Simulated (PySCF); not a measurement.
H6O2P2Sn. Atoms are numbered in the order given.

```xyz
11

O      0.2600     1.5938     1.4000
Sn     0.0000     0.0000     0.2161
O     -0.2600    -1.5938     1.4000
P      2.2304    -0.1006    -0.9929
P     -2.2304     0.1006    -0.9929
H     -0.4984     1.7317     1.9858
H      0.4984    -1.7317     1.9858
H      1.6542    -0.8362    -2.0769
H      1.9787     1.1613    -1.6178
H     -1.9787    -1.1613    -1.6178
H     -1.6542     0.8362    -2.0769
```
Charge 0, spin multiplicity 1.

The structure is a stationary point at B3LYP-D3(BJ)/def2-SVP. The structure was generated by enumeration; whether it is a known compound was not checked. The def2 effective core potentials stand for the cores of Sn; spin–orbit coupling is left out. Other conformers were not sampled.

Method: PySCF with PBE/def2-TZVP.

Atomic charges (e):

| atom | Mulliken | Löwdin |
|---|---|---|
| O1 | ___ | -0.33 |
| Sn2 | ___ | 0.17 |
| O3 | ___ | -0.33 |
| P4 | ___ | 0.03 |
| P5 | ___ | 0.03 |
| H6 | 0.31 | 0.15 |
| H7 | 0.31 | 0.15 |
| H8 | 0.09 | 0.03 |
| H9 | 0.10 | 0.04 |
| H10 | 0.10 | 0.04 |
| H11 | 0.09 | 0.03 |

Question: Some entries are withheld; supply them. (Estimate from the structure and the level; the computed values follow.)

Answer: 
- O1, Mulliken: -0.63
- Sn2, Mulliken: 0.87
- O3, Mulliken: -0.63
- P4, Mulliken: -0.31
- P5, Mulliken: -0.31
